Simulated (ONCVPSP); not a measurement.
# Which change was made? (Ce, ONCV)

```json
{
 "Element": "Ce",
 "Generator": "ONCVPSP 4.0.1",
 "Type": "optimised norm-conserving Vanderbilt (ONCV)",
 "Functional": "PBE",
 "Relativity": "fully relativistic",
 "Frozen core": "[Kr] 4d10",
 "Valence charge": "12",
 "Reference configuration": "5s2 5p6 5d2 6s2",
 "Partial waves": "5s+6s: rc 2.45 bohr, ncon 3, nbas 6, qcut 6.2 1/bohr, 2 projectors; 5p: rc 2.75 bohr, ncon 4, nbas 8, qcut 5.2 1/bohr, 3 projectors, debl 3.3 Ha; 5d: rc 2.45 bohr, ncon 5, nbas 9, qcut 3.8 1/bohr, 3 projectors, debl 3.7 Ha; f scattering state at 0.02 Ha: rc 2.50 bohr, ncon 3, nbas 8, qcut 4.2 1/bohr, 2 projectors, debl 4 Ha",
 "Local potential": "polynomial inside 2.10 bohr (lpopt 3, dvloc0 1 Ha)",
 "Core correction": "Teter function fitted to the true core (icmod 2), fcfact 0.55"
}
```

Open shells are filled in proportion to 2j + 1.

In the f channel the program set the typed energies aside and used -0.413, 3.587 Ha (j = l + 1/2; the other j can differ).

Cutoffs, loose and tight: the cutoffs (Ha) at which the residual kinetic energy of the hardest occupied pseudo-wave falls to 1 and 0.1 mHa per electron. They do not see the model core or the augmentation charge, which bear on the density cutoff. Test errors are all-electron minus pseudo excitation energies from the reference, over the configurations 4f1 5s2 5p6 5d1 6s2; 4f1 5s2 5p6 5d1 6s1; 4f1 5s2 5p6 5d1 6s0; 5s2 5p6 5d0 6s0; variants that change the core or the reference have their own tests.

The base gives: outcome: generated, projector energies reset by the program; cutoff, loose: 10 Ha; cutoff, tight: 12 Ha; bound ghosts: none; GHOST(+) flags above zero: f7/2, f5/2; largest test error (meV): +2136.

Task: After one change the result is: outcome: generated, projector energies reset by the program, misses its reference levels by 0.16 eV; cutoff, loose: 10 Ha; cutoff, tight: 12 Ha; bound ghosts: none; GHOST(+) flags above zero: f7/2, f5/2; largest test error (meV): +2139. Which change was it?
A. f: rc 1.7; local potential polynomial inside 1.70 bohr (lpopt 3, dvloc0 1 Ha)
B. d: nproj 0; local potential the d channel
C. s: qcut 5.7; p: qcut 4.8; d: qcut 3.5; f: qcut 3.8

Result: B. The others give: f: rc 1.7; local potential polynomial inside 1.70 bohr (lpopt 3, dvloc0 1 Ha) → outcome: generated, projector energies reset by the program; cutoff, loose: 10 Ha; cutoff, tight: 12 Ha; bound ghosts: none; GHOST(+) flags above zero: s; largest test error (meV): +1491 | s: qcut 5.7; p: qcut 4.8; d: qcut 3.5; f: qcut 3.8 → outcome: generated, projector energies reset by the program; cutoff, loose: 10 Ha; cutoff, tight: 15 Ha; bound ghosts: f7/2, f5/2; GHOST(+) flags above zero: f7/2, f5/2; largest test error (meV): +2239.
